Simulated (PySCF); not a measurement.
C8H10O2Si, SMILES [SiH3]c1ccc(C(=O)OC)cc1, GFN2-xTB optimised geometry.

```
21

C     -1.59    -3.85    -0.01
O     -0.90    -2.61    -0.01
C     -1.68    -1.51     0.00
O     -2.88    -1.56     0.00
C     -0.89    -0.26     0.00
C     -1.57     0.95     0.00
C     -0.87     2.14     0.00
C      0.52     2.16     0.00
Si     1.45     3.81     0.01
C      1.19     0.94     0.00
C      0.50    -0.26     0.00
H     -2.23    -3.93    -0.90
H     -0.83    -4.62    -0.02
H     -2.22    -3.94     0.87
H     -2.65     0.94     0.00
H     -1.41     3.08     0.00
H      1.19     4.49     1.27
H      0.97     4.62    -1.11
H      2.88     3.54    -0.14
H      2.27     0.93     0.00
H      1.04    -1.20     0.00
```

Density from PBE/def2-SVP in PySCF 2.14.0 at that geometry.

Minimum of the electron density along straight lines between bonded atoms, close to the bond critical point (lines longer than 1.1 times the sum of covalent radii, or with two minima, are not listed):

| bond | length / Å | ρ at the minimum / e bohr⁻³ | ∇²ρ there / e bohr⁻⁵ | position (fraction from the first atom) |
|---|---|---|---|---|
| C1–O2 | 1.418 | 0.247 | -0.34 | 0.34 |
| O2–C3 | 1.344 | 0.301 | -0.38 | 0.66 |
| C3–O4 | 1.207 | 0.414 | 0.30 | 0.33 |
| C3–C5 | 1.480 | 0.268 | -0.64 | 0.51 |
| C5–C6 | 1.394 | 0.305 | -0.74 | 0.50 |
| C6–C7 | 1.380 | 0.312 | -0.78 | 0.50 |
| C7–C8 | 1.394 | 0.303 | -0.73 | 0.50 |
| C8–Si9 | 1.890 | 0.112 | 0.31 | 0.62 |
| C8–C10 | 1.393 | 0.303 | -0.73 | 0.50 |
| C5–C11 | 1.392 | 0.305 | -0.74 | 0.50 |
| C10–C11 | 1.381 | 0.311 | -0.77 | 0.50 |
| C1–H12 | 1.092 | 0.280 | -1.06 | 0.64 |
| C1–H13 | 1.087 | 0.283 | -1.09 | 0.64 |
| C1–H14 | 1.092 | 0.280 | -1.06 | 0.64 |
| C6–H15 | 1.080 | 0.283 | -1.09 | 0.64 |
| C7–H16 | 1.081 | 0.281 | -1.05 | 0.63 |
| Si9–H17 | 1.465 | 0.116 | 0.32 | 0.49 |
| Si9–H18 | 1.464 | 0.116 | 0.32 | 0.49 |
| Si9–H19 | 1.463 | 0.116 | 0.32 | 0.49 |
| C10–H20 | 1.081 | 0.282 | -1.05 | 0.63 |
| C11–H21 | 1.079 | 0.284 | -1.09 | 0.64 |
